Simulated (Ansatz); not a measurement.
GeH3O (SMILES [O][GeH3]): methods side by side

The species is GeH3O (5 atoms), meant as a doublet with charge 0. SMILES: `[O][GeH3]`. The shape was relaxed beforehand at PBE0/def2-SVP.

```csv
atom,x (Å),y (Å),z (Å)
O,-1.4464,0.4237,0.7815
Ge,0.0671,-0.0591,-0.0569
H,-0.1582,-0.0903,-1.5783
H,0.5532,-1.4196,0.4715
H,1.0341,1.0716,0.3408
```

Quantity: the dissociation energy of the Ge2–O1 bond into doublet GeH3 and triplet O (shapes relaxed at PBE0/def2-SVP, no zero-point term), in eV. The values are calculated.

```json
{"level": "UHF/def2-TZVPP", "kind": "Hartree–Fock", "program": "Ansatz", "value (eV)": "2.25", "less CCSD(T)/def2-TZVPP": "-1.45", "CPU time (all runs)": "13 s"}
{"level": "USVWN5/def2-TZVPP", "kind": "LDA", "program": "Ansatz", "value (eV)": "4.82", "less CCSD(T)/def2-TZVPP": "+1.12", "CPU time (all runs)": "6.1 s"}
{"level": "UPBE/def2-TZVPP", "kind": "GGA", "program": "Ansatz", "value (eV)": "4.09", "less CCSD(T)/def2-TZVPP": "+0.39", "CPU time (all runs)": "13 s"}
{"level": "UB3LYP/def2-TZVPP", "kind": "global hybrid", "program": "Ansatz", "value (eV)": "3.84", "less CCSD(T)/def2-TZVPP": "+0.14", "CPU time (all runs)": "12 s"}
{"level": "U-wB97M-V/def2-TZVPP", "kind": "range-separated hybrid", "program": "Ansatz", "value (eV)": "3.87", "less CCSD(T)/def2-TZVPP": "+0.17", "CPU time (all runs)": "44 s"}
{"level": "RPA@PBE/def2-TZVPP", "kind": "RPA", "program": "Ansatz", "value (eV)": "3.51", "less CCSD(T)/def2-TZVPP": "-0.19", "CPU time (all runs)": "21 s"}
{"level": "UMP2/def2-TZVPP", "kind": "perturbation theory", "program": "Ansatz", "value (eV)": "3.80", "less CCSD(T)/def2-TZVPP": "+0.10", "CPU time (all runs)": "11 s"}
{"level": "UCCSD(T)/def2-TZVPP", "kind": "coupled cluster or CI", "program": "Ansatz", "value (eV)": "3.70", "less CCSD(T)/def2-TZVPP": "0.00", "CPU time (all runs)": "47 s"}
```

Differences are taken from UCCSD(T)/def2-TZVPP for orientation; it has basis-set and higher-order errors of its own. All-electron rows without a relativistic Hamiltonian named are non-relativistic. The values span 2.25 to 4.82 eV. Hartree–Fock misses the correlation of the electron pair that is broken and comes out low. Measured bond enthalpies also hold zero-point and thermal terms, a few tenths of an eV less. In the correlated wave-function rows the outer d shell of Ge is correlated, in sets not made for it. Times are those of the runs behind each value, whatever else they computed, on shared processors of several kinds: orders of magnitude only.
